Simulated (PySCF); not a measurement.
Computed IR spectrum (relative IR intensity) of a molecule C3H10OSi2. Coordinates come from a PBE0-D3(BJ)/def2-SVP optimisation. Other conformers were not sampled. Calculation: PySCF 2.14.0 with PBE0-D3(BJ)/def2-SVP. Frequencies are harmonic and unscaled.

Lines under 2 % of the strongest are left out, and lines within 2 cm⁻¹ are merged.

ν (cm⁻¹): 205 (vw), 480 (w), 508 (vw), 587 (w), 610 (w), 632 (w), 700 (m), 712 (w), 776 (w), 810 (s), 831 (m), 854 (vw), 900 (vs), 925 (vs), 937 (m), 941 (w), 964 (m), 1042 (s), 1092 (m), 1239 (vw), 1264 (m), 1424 (vw), 1427 (vw), 2210 (s), 2214 (vs), 2227 (s), 2237 (s), 3041 (m), 3051 (vw), 3099 (w) (against the strongest line: vs over 80 %, s over 45 %, m over 15 %, w over 4 %, vw less)

Which structure fits?
(A) [SiH3]/C=C/CO[SiH3]
(B) C[Si@H]1CO[C@H]1[SiH3]
(C) C=C[Si@H](O)[SiH2]C
(D) O[SiH2]C/C=C/[SiH3]

B, C[Si@H]1CO[C@H]1[SiH3]
